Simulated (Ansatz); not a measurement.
`[NH2][Mg][N]([SiH3])[SiH3]` → 8 H• + Mg (atom) + 2 N• + 2 Si•  (atomization)

Isolated molecules relaxed with PBE0-D4/def2-TZVP in Ansatz; ΔE leaves out vibrations. CCSD(T)/CBS is the MP2 limit (def2-TZVPP, def2-QZVPP) plus CCSD(T) − MP2 in def2-TZVPP, frozen cores. This one scheme is used for every species, atoms too. DFT in def2-TZVPP. B3LYP here is the variant with VWN-RPA as its local correlation; programs differ in this. HSE06 is defined as in plane-wave codes. Open shells (•) are unrestricted, without spin–orbit coupling. Spin–orbit coupling would lower the free atoms: a little for Si. Bonds to Mg are less sure, by a few kJ/mol each and by 10 to 20 or more in all where they break to atoms, as the def2 sets lack core-valence functions. One conformer a species, not always the lowest.

`[NH2][Mg][N]([SiH3])[SiH3]`:

Cartesian coordinates in Å:
```
N -2.456 -1.027 1.859
Mg -1.037 -0.433 0.785
N 0.419 0.176 -0.317
Si 0.015 1.207 -1.616
Si 1.977 -0.374 0.108
H -3.424 -0.757 1.774
H -2.393 -1.676 2.629
H 0.353 0.650 -2.958
H 0.640 2.559 -1.530
H -1.473 1.401 -1.576
H 1.818 -1.255 1.313
H 2.923 0.718 0.480
H 2.640 -1.189 -0.952
```

| level | ΔE (kJ/mol) | difference from CCSD(T)/CBS |
| --- | --- | --- |
| LDA (SPW92) | 4438.0 | 421.2 |
| PBE-D4 | 3974.7 | -42.1 |
| revPBE-D4 | 3902.4 | -114.4 |
| BLYP-D4 | 3973.8 | -43.0 |
| r2SCAN-D4 | 3976.4 | -40.4 |
| B97M-V | 3988.3 | -28.5 |
| PBE0-D4 | 3930.5 | -86.3 |
| B3LYP-D4 | 3995.9 | -20.9 |
| r2SCANh-D4 | 3955.2 | -61.6 |
| HSE06-D4 | 3932.4 | -84.4 |
| BHLYP-D4 | 3913.0 | -103.8 |
| CAM-B3LYP-D4 | 4016.0 | -0.8 |
| ωB97X-V | 4024.2 | 7.4 |
| ωB97M-V | 3991.1 | -25.7 |
| B2PLYP | 3938.5 | -78.3 |
| PBE-QIDH | 3918.6 | -98.2 |
| PBE | 3945.7 | -71.1 |
| BLYP | 3911.8 | -105.0 |
| r2SCAN | 3969.0 | -47.8 |
| PBE0 | 3905.6 | -111.2 |
| B3LYP | 3949.2 | -67.6 |
| r2SCAN0 | 3915.9 | -100.9 |
| HSE06 | 3909.0 | -107.8 |
| BHLYP | 3874.3 | -142.5 |
| CAM-B3LYP | 3990.3 | -26.5 |
| LC-ωPBE | 3954.1 | -62.7 |
| HF/def2-SVP | 2808.4 | -1208.4 |
| MP2/def2-SVP | 3682.2 | -334.6 |
| CCSD/def2-SVP | 3632.5 | -384.3 |
| HF/def2-TZVPP | 2842.2 | -1174.6 |
| MP2/def2-TZVPP | 3890.0 | -126.8 |
| SCS-MP2/def2-TZVPP | 3933.9 | -82.9 |
| CCSD/def2-TZVPP | 3819.9 | -196.9 |
| CCSD(T)/def2-TZVPP | 3868.7 | -148.1 |
| HF/def2-QZVPP | 2857.5 | -1159.3 |
| MP2/def2-QZVPP | 3980.3 | -36.5 |
| SCS-MP2/def2-QZVPP | 4035.7 | 18.9 |
| HF/CBS(def2) | 2859.7 | -1157.1 |
| MP2/CBS(def2) | 4038.1 | 21.3 |
| CCSD/CBS(def2) | 3968.0 | -48.8 |
| CCSD(T)/CBS | 4016.8 | 0 |

Largest T1 diagnostic among the species: 0.012.

Leaving LDA and LC-ωPBE aside and taking each functional with its dispersion term where it has one, the values spread over 121.7 kJ/mol, from revPBE-D4 to ωB97X-V. LDA lies +492.3 kJ/mol from PBE without D4, its usual overbinding. From r2SCAN to r2SCAN0 (25 % exact exchange), in def2-TZVPP and without D4, ΔE moves by −53.1 kJ/mol: exact exchange takes away binding that semilocal exchange gives to molecules. The D4 term adds +46.7 kJ/mol with B3LYP and +24.9 kJ/mol with PBE0; it sums over pairs of atoms, weighted by their polarisabilities, and B3LYP, whose exchange is more repulsive, gets the larger term.

For atomizations the MP2-based limit and the directly extrapolated one differ by several kJ/mol either way, and by 10 to 25 for some Ge, Se and Sn compounds, so smaller differences from it don't rank the levels.
